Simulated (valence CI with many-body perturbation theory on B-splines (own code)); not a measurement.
Pb LXXVI: electric-dipole lines

Level of theory: valence CI with perturbative core correlation (CI+MBPT): five valence electrons over a frozen Dirac-Fock core [He], a basis of 11 s, 11 p, 10 d, 8 f, 5 g, 2 h functions for each j, with the one-electron correlation potential Σ1, the two-electron term Σ2, the three-electron term Σ3, Breit, model QED; selected CI, second order for the rest, scaled by the run's own slope (own B-spline code, finite nucleus).

The last digits are not significant, and no measured levels were compared; by estimate large intervals hold to a few tenths of a per cent, small ones and those within an open d or f shell to about a per cent. Among the levels kept, up to 7700 cm⁻¹ of a level comes from second order outside the variational space, and about a tenth of that is noise between levels of different J, which matters for small intervals.

Lines 1 to 50 of 600 in falling wavelength, among levels below 138160 × 10³ cm⁻¹, chosen from the strongest by gf and those to the six lowest levels. Wavelengths and rates use the calculated energies. Electric multipoles are in the length gauge with retardation, E1 and E2 with the static RPA response of the core. Weak lines are less certain than strong ones. Lines between different terms over intervals too small for the method are left out, as are lines whose strength nearly cancels. The highest levels of a list are the least certain.

Levels are named by their leading jj configuration (3d3/2^4 stands for four electrons in 3d with j = 3/2), which in mixed levels can hold well under half, so a name can repeat and another be missing. Letters in brackets count levels of one name in rising energy.

| λ vac (Å) | Upper | Lower | A (s⁻¹) | log gf | Branch % |
| --- | --- | --- | --- | --- | --- |
| 233.4 | (2s^2 2p1/2^2 4f7/2) J=7/2 | (2s^2 2p1/2^2 4d5/2) J=5/2 | 2.95e+09 | -0.72 | 0.0 |
| 129.4 | (2s^2 2p1/2^2 4f5/2) J=5/2 | (2s^2 2p1/2^2 4d3/2) J=3/2 | 1.61e+10 | -0.62 | 0.0 |
| 107.4 | (2s^2 2p1/2^2 4d5/2) J=5/2 | (2s^2 2p1/2^2 4p3/2) J=3/2 | 4.71e+10 | -0.31 | 0.0 |
| 70.27 | (2s 2p1/2 2p3/2^2 3p1/2) J=5/2 [b] | (2s 2p1/2 2p3/2^2 3s) J=7/2 | 2.83e+10 | -0.90 | 0.0 |
| 46.57 | (2s^2 2p3/2^2 3d5/2) J=5/2 [a] | (2s^2 2p3/2^2 3p3/2) J=3/2 [a] | 6.92e+10 | -0.87 | 0.0 |
| 46.46 | (2s 2p1/2 2p3/2^2 3d5/2) J=5/2 [f] | (2s 2p1/2 2p3/2^2 3p3/2) J=3/2 [f] | 8.80e+10 | -0.77 | 0.0 |
| 46.36 | (2s 2p1/2^2 2p3/2 3d5/2) J=5/2 [a] | (2s 2p1/2^2 2p3/2 3p3/2) J=5/2 [a] | 5.08e+10 | -1.01 | 0.0 |
| 46.32 | (2s 2p1/2 2p3/2^2 3d5/2) J=7/2 [b] | (2s 2p1/2 2p3/2^2 3p3/2) J=5/2 [b] | 7.06e+10 | -0.74 | 0.0 |
| 45.75 | (2s 2p1/2^2 2p3/2 3d5/2) J=9/2 | (2s 2p1/2^2 2p3/2 3p3/2) J=7/2 | 1.49e+11 | -0.33 | 41.3 |
| 45.58 | (2s 2p1/2 2p3/2^2 3d5/2) J=7/2 [e] | (2s 2p1/2 2p3/2^2 3p3/2) J=5/2 [e] | 1.22e+11 | -0.52 | 0.0 |
| 45.56 | (2s 2p1/2 2p3/2^2 3d5/2) J=9/2 [a] | (2s 2p1/2 2p3/2^2 3p3/2) J=7/2 [a] | 1.12e+11 | -0.46 | 1.3 |
| 45.46 | (2s 2p1/2^2 2p3/2 3d5/2) J=3/2 [b] | (2s 2p1/2^2 2p3/2 3p3/2) J=1/2 [b] | 1.04e+11 | -0.89 | 0.0 |
| 45.38 | (2s 2p1/2 2p3/2^2 3d5/2) J=11/2 | (2s 2p1/2 2p3/2^2 3p3/2) J=9/2 | 1.53e+11 | -0.25 | 2.1 |
| 45.32 | (2s 2p1/2^2 2p3/2 3d5/2) J=7/2 [a] | (2s 2p1/2^2 2p3/2 3p3/2) J=5/2 [a] | 1.22e+11 | -0.52 | 0.0 |
| 44.97 | (2s 2p1/2^2 2p3/2 3d5/2) J=5/2 [b] | (2s 2p1/2^2 2p3/2 3p3/2) J=3/2 [b] | 1.27e+11 | -0.64 | 0.0 |
| 44.96 | (2s^2 2p3/2^2 3d5/2) J=7/2 | (2s^2 2p3/2^2 3p3/2) J=5/2 | 6.70e+10 | -0.79 | 0.3 |
| 44.96 | (2s 2p1/2 2p3/2^2 3d5/2) J=9/2 [b] | (2s 2p1/2 2p3/2^2 3p3/2) J=7/2 [b] | 1.18e+11 | -0.45 | 0.8 |
| 44.91 | (2s^2 2p1/2 2p3/2 3d5/2) J=7/2 [b] | (2s^2 2p1/2 2p3/2 3p3/2) J=5/2 [b] | 1.14e+11 | -0.56 | 0.0 |
| 44.89 | (2s^2 2p1/2 2p3/2 3d5/2) J=5/2 [b] | (2s^2 2p1/2 2p3/2 3p3/2) J=3/2 [b] | 7.66e+10 | -0.86 | 0.0 |
| 44.86 | (2s^2 2p1/2 2p3/2 3d5/2) J=7/2 [a] | (2s^2 2p1/2 2p3/2 3p3/2) J=5/2 [a] | 1.27e+11 | -0.51 | 0.3 |
| 44.84 | (2s 2p1/2 2p3/2^2 3d5/2) J=5/2 [d] | (2s 2p1/2 2p3/2^2 3p3/2) J=3/2 [d] | 1.02e+11 | -0.73 | 0.0 |
| 44.64 | (2s 2p1/2 2p3/2^2 3d5/2) J=9/2 [b] | (2s 2p1/2 2p3/2^2 3p3/2) J=9/2 | 3.23e+10 | -1.01 | 0.2 |
| 44.61 | (2s^2 2p3/2^2 3d5/2) J=9/2 | (2s^2 2p3/2^2 3p3/2) J=7/2 | 1.21e+11 | -0.44 | 10.4 |
| 44.59 | (2s 2p1/2 2p3/2^2 3d5/2) J=7/2 [c] | (2s 2p1/2 2p3/2^2 3p3/2) J=5/2 [c] | 1.35e+11 | -0.49 | 0.1 |
| 44.58 | (2s 2p1/2 2p3/2^2 3d5/2) J=7/2 [a] | (2s 2p1/2 2p3/2^2 3p3/2) J=5/2 [a] | 9.56e+10 | -0.64 | 0.1 |
| 44.48 | (2s 2p1/2^2 2p3/2 3d5/2) J=7/2 [b] | (2s 2p1/2^2 2p3/2 3p3/2) J=5/2 [b] | 1.55e+11 | -0.43 | 0.0 |
| 44.47 | (2s 2p1/2 2p3/2^2 3d5/2) J=7/2 [d] | (2s 2p1/2 2p3/2^2 3p3/2) J=5/2 [d] | 1.21e+11 | -0.54 | 0.0 |
| 44.45 | (2s^2 2p3/2^2 3d5/2) J=5/2 [b] | (2s^2 2p3/2^2 3p3/2) J=3/2 [b] | 1.26e+11 | -0.65 | 0.0 |
| 44.20 | (2s^2 2p1/2^2 3d5/2) J=5/2 | (2s^2 2p1/2^2 3p3/2) J=3/2 | 1.55e+11 | -0.56 | 0.0 |
| 44.12 | (2s^2 2p1/2 2p3/2 3d5/2) J=9/2 | (2s^2 2p1/2 2p3/2 3p3/2) J=7/2 | 1.54e+11 | -0.35 | 41.5 |
| 44.10 | (2s 2p1/2 2p3/2^2 3d5/2) J=5/2 [c] | (2s 2p1/2 2p3/2^2 3p3/2) J=3/2 [c] | 1.50e+11 | -0.58 | 0.0 |
| 44.03 | (2s 2p1/2 2p3/2^2 3d5/2) J=5/2 [b] | (2s 2p1/2 2p3/2^2 3p3/2) J=5/2 [b] | 7.89e+10 | -0.86 | 0.0 |
| 43.92 | (2s 2p1/2 2p3/2^2 3d5/2) J=9/2 [c] | (2s 2p1/2 2p3/2^2 3p3/2) J=7/2 [c] | 1.60e+11 | -0.34 | 0.2 |
| 43.88 | (2s 2p1/2 2p3/2^2 3d5/2) J=9/2 [a] | (2s^2 2p3/2^2 3d5/2) J=7/2 | 3.40e+10 | -1.01 | 0.4 |
| 43.68 | (2s 2p1/2 2p3/2^2 3d5/2) J=3/2 [d] | (2s 2p1/2 2p3/2^2 3p3/2) J=1/2 [c] | 1.08e+11 | -0.91 | 0.0 |
| 43.54 | (2s 2p1/2 2p3/2^2 3d5/2) J=5/2 [e] | (2s 2p1/2 2p3/2^2 3p3/2) J=3/2 [e] | 1.16e+11 | -0.70 | 0.0 |
| 43.01 | (2s 2p1/2^2 2p3/2 3d5/2) J=5/2 [a] | (2s 2p1/2^2 2p3/2 3p3/2) J=3/2 [a] | 1.02e+11 | -0.77 | 0.0 |
| 42.72 | (2s^2 2p1/2 2p3/2 3d5/2) J=5/2 [a] | (2s^2 2p1/2 2p3/2 3p3/2) J=3/2 [a] | 1.12e+11 | -0.74 | 0.0 |
| 42.34 | (2s^2 2p1/2 2p3/2 3d5/2) J=3/2 [a] | (2s^2 2p1/2 2p3/2 3p3/2) J=1/2 [a] | 9.55e+10 | -0.99 | 0.0 |
| 40.58 | (2s 2p1/2 2p3/2^2 3d5/2) J=3/2 [c] | (2s 2p1/2 2p3/2^2 3p3/2) J=1/2 [b] | 1.02e+11 | -1.00 | 0.0 |
| 40.53 | (2s 2p1/2^2 2p3/2 3d5/2) J=3/2 [a] | (2s 2p1/2^2 2p3/2 3p3/2) J=3/2 [a] | 1.02e+11 | -1.00 | 0.0 |
| 39.68 | (2s 2p1/2 2p3/2^2 3d5/2) J=7/2 [b] | (2s 2p1/2 2p3/2^2 3p3/2) J=7/2 [b] | 8.13e+10 | -0.81 | 0.0 |
| 38.57 | (2s^2 2p1/2^2 4d3/2) J=3/2 | (2s^2 2p1/2^2 4p1/2) J=1/2 | 8.17e+11 | -0.14 | 0.2 |
| 38.54 | (2s 2p1/2 2p3/2^2 3d5/2) J=5/2 [a] | (2s 2p1/2 2p3/2^2 3p3/2) J=5/2 [a] | 7.68e+10 | -0.99 | 0.0 |
| 38.12 | (2s^2 2p3/2^2 3d5/2) J=5/2 [a] | (2s^2 2p3/2^2 3p3/2) J=5/2 | 9.18e+10 | -0.92 | 0.0 |
| 37.32 | (2s^2 2p1/2^2 4p3/2) J=3/2 | (2s^2 2p1/2^2 4s) J=1/2 | 1.06e+12 | -0.05 | 1.2 |
| 37.29 | (2s 2p1/2 2p3/2^2 3p3/2) J=9/2 | (2s^2 2p3/2^2 3p3/2) J=7/2 | 7.59e+10 | -0.80 | 0.5 |
| 33.79 | (2s 2p1/2^2 2p3/2 3p3/2) J=7/2 | (2s^2 2p1/2 2p3/2 3p3/2) J=5/2 [a] | 7.68e+10 | -0.98 | 0.2 |
| 32.03 | (2s 2p1/2^2 2p3/2^2) J=5/2 | (2s^2 2p1/2 2p3/2^2) J=5/2 | 2.69e+10 | -1.60 | 0.3 |
| 31.29 | (2p1/2^2 2p3/2^2 3p3/2) J=7/2 | (2s 2p1/2 2p3/2^2 3p3/2) J=5/2 [c] | 9.67e+10 | -0.94 | 0.0 |
